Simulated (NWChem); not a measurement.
Everything below was run with NWChem. System: CAuClO, charge 0, spin multiplicity 1, displaced from the optimised geometry. The structure started from a generated list of species. Level: BP86/def2-SVP with def2 effective core potentials on Au.

The NWChem input:

```
start mol
memory heap 200 mb stack 900 mb global 1100 mb
geometry units angstroms nocenter noautoz noautosym
  Au     0.000000     0.000000    -0.025197
  Cl     0.000000     0.000000     2.280264
  O      0.000000     0.000000    -3.129342
  C      0.000000     0.000000    -1.956527
end
basis spherical
  * library def2-svp
end
ecp
  Au library def2-ecp
end
dft
  xc becke88 perdew86
  semidirect memsize 60000000 filesize 0
  iterations 100
end
task dft gradient
```

Output (cleaned and shortened):

```
             Northwest Computational Chemistry Package (NWChem) 7.3.0
             --------------------------------------------------------

                                NWChem Input Module
                                -------------------

 Scaling coordinates for geometry "geometry" by  1.889725989
 (inverse scale =  0.529177249)

                             Geometry "geometry" -> ""
                             -------------------------

 Output coordinates in angstroms (scale by  1.889725989 to convert to a.u.)

  No.       Tag          Charge          X              Y              Z
 ---- ---------------- ---------- -------------- -------------- --------------
    1 Au                  79.0000     0.00000000     0.00000000    -0.02519700
    2 Cl                  17.0000     0.00000000     0.00000000     2.28026400
    3 O                    8.0000     0.00000000     0.00000000    -3.12934200
    4 C                    6.0000     0.00000000     0.00000000    -1.95652700

 Effective nuclear repulsion energy (a.u.)     593.5769753971

            Nuclear Dipole moment (a.u.)
            ----------------------------
        X                 Y               Z
 ---------------- ---------------- ----------------
     0.0000000000     0.0000000000     0.0000510226


 Summary of "ao basis" -> "" (spherical)
 ------------------------------------------------------------------------------
       Tag                 Description            Shells   Functions and Types
 ---------------- ------------------------------  ------  ---------------------
 *                          def2-svp                  on all atoms

 Summary of "ao basis" -> "ao basis" (spherical)
 ------------------------------------------------------------------------------
       Tag                 Description            Shells   Functions and Types
 ---------------- ------------------------------  ------  ---------------------
 Au                         def2-svp                12       32   6s3p2d1f
 Cl                         def2-svp                 8       18   4s3p1d
 O                          def2-svp                 6       14   3s2p1d
 C                          def2-svp                 6       14   3s2p1d

 Summary of "ao basis" -> "ao basis" (spherical)
 ------------------------------------------------------------------------------
       Tag                 Description            Shells   Functions and Types
 ---------------- ------------------------------  ------  ---------------------
 Au                         def2-svp                12       32   6s3p2d1f
 Cl                         def2-svp                 8       18   4s3p1d
 O                          def2-svp                 6       14   3s2p1d
 C                          def2-svp                 6       14   3s2p1d

            General Information
            -------------------
          SCF calculation type: DFT
          Wavefunction type:  closed shell.
          No. of atoms     :     4
          No. of electrons :    50
           Alpha electrons :    25
            Beta electrons :    25
          Charge           :     0
          Spin multiplicity:     1
          Use of symmetry is: off; symmetry adaption is: off
          Maximum number of iterations: 100
          AO basis - number of functions:    78
                     number of shells:    32
          Convergence on energy requested:  1.00D-06
          Convergence on density requested:  1.00D-05
          Convergence on gradient requested:  5.00D-04
[...]
    58      0.263031  3 O  py                57     -0.258203  3 O  px
    17     -0.233489  1 Au d -1              19     -0.229203  1 Au d  1

 Vector   27  Occ=0.000000D+00  E=-1.334983D-01
              MO Center= -1.6D-09, -1.6D-09, -1.7D+00, r^2= 2.8D+00
   Bfn.  Coefficient  Atom+Function         Bfn.  Coefficient  Atom+Function
  ----- ------------  ---------------      ----- ------------  ---------------
    68      0.385958  4 C  px                69      0.378874  4 C  py
    71      0.322563  4 C  px                72      0.316642  4 C  py
    54     -0.281718  3 O  px                55     -0.276548  3 O  py
    57     -0.263031  3 O  px                58     -0.258203  3 O  py
    19     -0.233489  1 Au d  1              17      0.229203  1 Au d -1

 Vector   28  Occ=0.000000D+00  E=-4.763202D-02
              MO Center=  3.8D-08,  2.8D-08,  3.3D-01, r^2= 4.1D+00
   Bfn.  Coefficient  Atom+Function         Bfn.  Coefficient  Atom+Function
  ----- ------------  ---------------      ----- ------------  ---------------
    67     -0.750480  4 C  s                  5      0.733304  1 Au s
     6      0.621322  1 Au s                 45      0.494895  2 Cl pz
    18      0.454447  1 Au d  0               3     -0.402630  1 Au s
    36     -0.296774  2 Cl s                 66     -0.274113  4 C  s
    42      0.259190  2 Cl pz                 2      0.253039  1 Au s

 center of mass
 --------------
 x =   0.00000000 y =   0.00000000 z =   0.00903949

 moments of inertia (a.u.)
 ------------------
        1373.123882174213           0.000000000000           0.000000000000
           0.000000000000        1373.123882174213           0.000000000000
           0.000000000000           0.000000000000           0.000000000000

     Multipole analysis of the density
     ---------------------------------

     L   x y z        total         alpha         beta         nuclear
     -   - - -        -----         -----         ----         -------
     0   0 0 0      0.000000    -25.000000    -25.000000     50.000000

     1   1 0 0     -0.000000     -0.000000     -0.000000      0.000000
     1   0 1 0      0.000000      0.000000      0.000000      0.000000
     1   0 0 1     -1.314301     -2.085639     -2.085639      2.856977

     2   2 0 0    -34.371756    -17.185878    -17.185878      0.000000
     2   1 1 0     -0.000000     -0.000000     -0.000000      0.000000
     2   1 0 1     -0.000000     -0.000000     -0.000000      0.000000
     2   0 2 0    -34.371756    -17.185878    -17.185878      0.000000
     2   0 1 1      0.000000      0.000000      0.000000      0.000000
     2   0 0 2    -36.912785   -357.199639   -357.199639    677.486493

            General Information
            -------------------
          SCF calculation type: DFT
          Wavefunction type:  closed shell.
          No. of atoms     :     4
          No. of electrons :    50
           Alpha electrons :    25
            Beta electrons :    25
          Charge           :     0
          Spin multiplicity:     1
          Use of symmetry is: off; symmetry adaption is: off
          Maximum number of iterations: 100
          AO basis - number of functions:    78
                     number of shells:    32
          Convergence on energy requested:  1.00D-06
          Convergence on density requested:  1.00D-05
          Convergence on gradient requested:  5.00D-04

              XC Information
              --------------
                    Becke 1988 Exchange Functional  1.000
                Perdew 1981 Correlation Functional  1.000 local
                Perdew 1986 Correlation Functional  1.000 non-local

             Grid Information
             ----------------
          Grid used for XC integration:  medium
          Radial quadrature: Mura-Knowles
          Angular quadrature: Lebedev.
          Tag              B.-S. Rad. Rad. Pts. Rad. Cut. Ang. Pts.
          ---              ---------- --------- --------- ---------
          Au                  1.35      123           8.0       590
          Cl                  1.00       88          11.0       590
          O                   0.60       49          12.0       434
          C                   0.70       49          10.0       434
          Grid pruning is: on
          Number of quadrature shells:   309
          Spatial weights used:  Erf1

          Convergence Information
          -----------------------
          Convergence aids based upon iterative change in
          total energy or number of iterations.
          Levelshifting, if invoked, occurs when the
          HOMO/LUMO gap drops below (HL_TOL):  1.00D-02
          DIIS, if invoked, will attempt to extrapolate
          using up to (NFOCK): 10 stored Fock matrices.

                    Damping( 0%)  Levelshifting(0.5)       DIIS
                  --------------- ------------------- ---------------
          dE  on:    start            ASAP                start
          dE off:    2 iters        100 iters           100 iters

      Screening Tolerance Information
      -------------------------------
          Density screening/tol_rho:  1.00D-10
          AO Gaussian exp screening on grid/accAOfunc:  14
          CD Gaussian exp screening on grid/accCDfunc:  20
          XC Gaussian exp screening on grid/accXCfunc:  20
          Schwarz screening/accCoul:  1.00D-08

                            NWChem DFT Gradient Module
                            --------------------------

  charge          =   0.00
  wavefunction    = closed shell

                         DFT ENERGY GRADIENTS

    atom               coordinates                        gradient
                 x          y          z           x          y          z
   1 Au      0.000000   0.000000  -0.047615   -0.000000  -0.000000   0.001100
   2 Cl      0.000000   0.000000   4.309074    0.000000   0.000000   0.012842
   3 O       0.000000   0.000000  -5.913599    0.000000  -0.000000  -0.046891
   4 C       0.000000   0.000000  -3.697300   -0.000000   0.000000   0.032949

                 ----------------------------------------
                 |  Time  |  1-e(secs)   |  2-e(secs)   |
                 ----------------------------------------
                 |  CPU   |       0.01   |       2.09   |
                 ----------------------------------------
                 |  WALL  |       0.01   |       2.09   |
                 ----------------------------------------

 Task  times  cpu:        4.1s     wall:        4.1s

 Total times  cpu:        4.2s     wall:        4.2s
```
